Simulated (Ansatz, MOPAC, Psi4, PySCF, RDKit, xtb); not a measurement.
Two geometries of SMILES B(c1ccc(C)cc1)(O)O, relaxed at B3LYP-D3(BJ)/def2-SVP with one dihedral held; other torsions can differ between them too.

Structure A

```
19

C     -3.0283    -2.3512    -5.3872
C     -2.9330    -1.7948    -3.9897
C     -3.9358    -0.9659    -3.4637
C     -3.8319    -0.4439    -2.1740
C     -2.7232    -0.7315    -1.3575
B     -2.6020    -0.1615     0.0927
O     -1.5755    -0.5348     0.9484
O     -3.5488     0.7164     0.5287
C     -1.7218    -1.5644    -1.8922
C     -1.8223    -2.0862    -3.1803
H     -2.8783    -3.4432    -5.3944
H     -2.2518    -1.9167    -6.0397
H     -4.0062    -2.1381    -5.8430
H     -4.8093    -0.7284    -4.0776
H     -4.6244     0.2002    -1.7851
H     -1.6551    -1.4201     1.3185
H     -3.3741     0.9954     1.4377
H     -0.8447    -1.7978    -1.2825
H     -1.0280    -2.7292    -3.5710
```

Structure B

```
19

C     -3.1553     0.2848    -0.0888
C     -1.6568     0.1612     0.0130
C     -0.8457     1.2812     0.2457
C      0.5401     1.1501     0.3468
C      1.1752    -0.0976     0.2210
B      2.7303    -0.2761     0.3453
O      3.2969    -1.4568    -0.0576
O      3.5603     0.7379     0.7383
C      0.3519    -1.2150    -0.0185
C     -1.0318    -1.0902    -0.1194
H     -3.5297    -0.1634    -1.0236
H     -3.6536    -0.2431     0.7419
H     -3.4788     1.3355    -0.0613
H     -1.3075     2.2675     0.3439
H      1.1328     2.0564     0.5145
H      4.0049    -1.7670     0.5194
H      3.0884     1.5174     1.0538
H      0.8197    -2.1961    -0.1291
H     -1.6446    -1.9770    -0.3062
```

Which is lower in energy at the level CCSD(T) on RHF/cc-pVDZ, frozen core // B3LYP-D3(BJ)/def2-SVP run with Ansatz (a quantum-chemistry and plane-wave program), and by how much?

B is lower, by 3.06 kcal/mol (dihedral O8–B6–O7–H16: 105° in A, 45° in B).

E(B) − E(A) in kcal/mol at the other levels, on the same two geometries: B3LYP/def2-TZVP // B3LYP-D3(BJ)/def2-SVP (Psi4) -2.79; B3LYP-D3(BJ)/def2-TZVP // B3LYP-D3(BJ)/def2-SVP (Psi4) -2.90; PBE/def2-TZVP // B3LYP-D3(BJ)/def2-SVP (Psi4) -3.04; PBE-D3(BJ)/def2-TZVP // B3LYP-D3(BJ)/def2-SVP (Psi4) -3.11; wB97X-D/def2-TZVP // B3LYP-D3(BJ)/def2-SVP (Psi4) -2.86; RHF/cc-pVDZ // B3LYP-D3(BJ)/def2-SVP (Ansatz) -2.11; MP2 on RHF/cc-pVDZ, frozen core // B3LYP-D3(BJ)/def2-SVP (Ansatz) -3.06; CCSD on RHF/cc-pVDZ, frozen core // B3LYP-D3(BJ)/def2-SVP (Ansatz) -2.96; RHF/cc-pVTZ // B3LYP-D3(BJ)/def2-SVP (Ansatz) -2.18; MP2 on RHF/cc-pVTZ, frozen core // B3LYP-D3(BJ)/def2-SVP (Ansatz) -3.00; UFF // B3LYP-D3(BJ)/def2-SVP (RDKit) 8.23; AM1, restricted, heats of formation // B3LYP-D3(BJ)/def2-SVP (MOPAC) -2.88; PM7, restricted, heats of formation // B3LYP-D3(BJ)/def2-SVP (MOPAC) -0.85; GFN1-xTB // B3LYP-D3(BJ)/def2-SVP (xtb) -1.80; restricted B3LYP/6-31G*, spherical d, density fitting // B3LYP-D3(BJ)/def2-SVP (PySCF) -2.83; restricted Hartree-Fock/STO-3G // B3LYP-D3(BJ)/def2-SVP (PySCF) -4.49; restricted LDA (SVWN5)/6-31G*, spherical d, density fitting // B3LYP-D3(BJ)/def2-SVP (PySCF) -3.21; restricted B3LYP/3-21G, density fitting // B3LYP-D3(BJ)/def2-SVP (PySCF) -1.68.
